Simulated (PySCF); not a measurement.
Sb(H)2(OMe) (CH5OSb), SMILES [SbH2][O]C. Geometry: PBE0-D3(BJ)/def2-SVP. The def2 effective core potentials stand for the cores of Sb; spin–orbit coupling is left out.

These are PBE0-D3(BJ)/def2-SVP (PySCF) values and carry that method's errors.

Harmonic wavenumbers (cm⁻¹): 167, 188, 245, 548, 637, 695, 858, 1148, 1172, 1186, 1461, 1461, 1477, 1905, 1908, 2978, 3046, 3105. Rotational constants (GHz): 29.95, 3.156, 3.011; symmetry number 1.

Task: Work out the zero-point energy and the ideal-gas rigid-rotor harmonic-oscillator thermochemistry at 298.15 K and 1 atm.

Result: ZPE = ½ Σ hcν = ½ × 24185 cm⁻¹ = 34.57 kcal/mol. H − E(el) = 38.37 kcal/mol. Entropy in cal/(mol K): translation 41.02, rotation 24.54, vibration 8.09, total 73.65. G − E(el) = 16.41 kcal/mol. Cp = 17.92 cal/(mol K).
